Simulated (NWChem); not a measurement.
System: BCl₂F; SMILES FB(Cl)Cl

Here is an NWChem input.

```
start job
memory heap 200 mb stack 900 mb global 1100 mb
geometry units angstroms noautosym nocenter noautoz
  B      0.000000     0.000000    -0.348930
  F      0.000000     0.000000    -1.659552
  Cl     1.520975     0.000000     0.501866
  Cl    -1.520975     0.000000     0.501866
end
basis spherical
  * library pcsseg-1
end
dft
  xc pbe0
  iterations 150
end
property
  shielding 3 1 2 3
end
task dft property
```

All runs use the structure optimised with PBE0/def2-SVP.

GIAO values for the isolated, static molecule; σ is the absolute isotropic shielding, δ = σ(reference) − σ with the isolated reference molecule computed at the same levels (11B: boron trifluoride, 19F: trichlorofluoromethane).

Atoms are numbered as in the input.

Q: Give the results of this calculation. (PBE0/pcSseg-1, GIAO.) Quantities: δ B1 (ppm); δ F2 (ppm); σ Cl3 (ppm).

A: 
- δ B1 (ppm): 24.1
- δ F2 (ppm): -9.9
- σ Cl3 (ppm): 760.0
